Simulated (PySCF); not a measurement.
## Excited states of Zr⁴⁺ (zirconium, charge +4)

Ground state [Kr], ¹S. Calculation: PySCF 2.14, in def2-TZVPPD with one added diffuse shell each of s, p, d, f type with the def2 core potential (28 electrons) (7s5p4d3f1g, 72 functions); a scalar-relativistic core potential. Vertical excitation energies in eV without spin-orbit coupling; excited terms of each kind are numbered among those the solver found. Frozen: nothing.

| term | leading excitation | EOM-EE-CCSD |
| --- | --- | --- |
| 1 3P° | 4p → d | 30.781 |
| 1 3F° | 4p → d | 32.018 |
| 1 1D° | 4p → d | 33.757 |
| 1 3D° | 4p → d | 33.935 |
| 1 1F° | 4p → d | 34.156 |
| 1 1P° | 4p → d | 41.744 |
| 1 3S | 4p → p | 47.211 |
| 1 3D | 4p → p | 48.210 |
| 1 1D | 4p → p | 48.538 |
| 1 1P | 4p → p | 48.769 |
| 1 3P | 4p → p | 48.836 |
| 1 1S | 4p → p | 50.019 |
| 1 3G | 4p → f | 57.671 |
| 1 1G | 4p → f | 57.890 |

The spin-orbit splitting of the hole, absent here, rivals or exceeds the spacing of these terms, so the LS terms are model states.

The solver can miss terms.
